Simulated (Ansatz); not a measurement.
Species: sum formula CaOFH (charge 0, singlet). 
Structure (B3LYP-D3(BJ)/def2-TZVP (Ansatz, a first-principles code) minimum search):
SMILES: [OH][Ca][F]
```xyz
4

Ca     0.1682     0.0397     0.1078
F      0.8960     0.7950    -1.6210
O     -1.1916    -0.8368     1.3266
H     -1.8956    -1.2539     1.8195
```
Charge 0, spin multiplicity 1.

Basis-set convergence of Hartree-Fock and CCSD(T) correlation energies (hartree) with Ansatz. Cores are frozen in the correlated levels unless marked. Spin-orbit coupling is left out. The frozen core is the preceding noble-gas configuration, with the filled d and f shells of earlier blocks. The outer core of K, Ca and their heavier congeners is not correlated, a term that matters for these elements. No relativistic terms.

```
basis       functions       E(HF)  E(corr, CCSD(T))  rough core time
----------  ---------  ----------  ----------------  ---------------
def2-SVP           57  -851.53663          -0.42293       under 20 s
def2-TZVPP        112  -851.84082          -0.55705       under 20 s
def2-QZVPP        214  -851.86803          -0.60770             30 s
```

Extrapolating the two largest sets (X = 3 and 4) as X^-3: E(corr) = (64·(-0.60770) - 27·(-0.55705))/37 = -0.6447 Eh, an estimate of the basis-set limit. The largest set recovers 94.3 % of it, the smallest 65.6 %.
